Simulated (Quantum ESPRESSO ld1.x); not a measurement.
Results of a calculation; reference values are marked as such.
Task: The table gives one normalised radial function P(r) = r R(r) of Cs in [Xe] 4f1 (r in bohr). Level of theory: scalar-relativistic Kohn-Sham, LDA (Slater exchange, VWN5 correlation), spin-polarised, spherical densities, point nucleus; open shells are filled with parallel spins first (ld1.x of Quantum ESPRESSO 7.5).

r,P
0.0009125,0.0000
0.001287,0.0000
0.00183,0.0000
0.002582,0.0001
0.003671,0.0001
0.005178,0.0004
0.007363,0.0010
0.01039,0.0026
0.01477,0.0066
0.02083,0.0164
0.02962,0.0395
0.04178,0.0885
0.05941,0.1858
0.0838,0.3428
0.1182,0.5397
0.1681,0.6699
0.2371,0.5290
0.3371,-0.0230
0.4755,-0.7614
0.6762,-1.1957
0.9538,-1.0239
1.356,-0.5335
1.913,-0.1695
2.72,-0.0278
3.837,-0.0021
5.456,0.0000
7.696,0.0000
10.86,0.0000
15.44,0.0000
21.77,0.0000
30.96,0.0000
43.67,0.0000

Which n and l does it have? It may be an empty orbital.

Result: n = 4, l = 2: the number of nodes gives n - l - 1 = 1, the rise at small r (about r^(l+1)) gives l, and the extent must fit the shell. The curve is that of 4d up; the table hardly tells the two spins or the two j apart. 4d up: eigenvalue -77.817 eV, 1 radial node at r = 0.333 bohr, <r> = 0.837 bohr, 90 % of the charge inside 1.27 bohr.
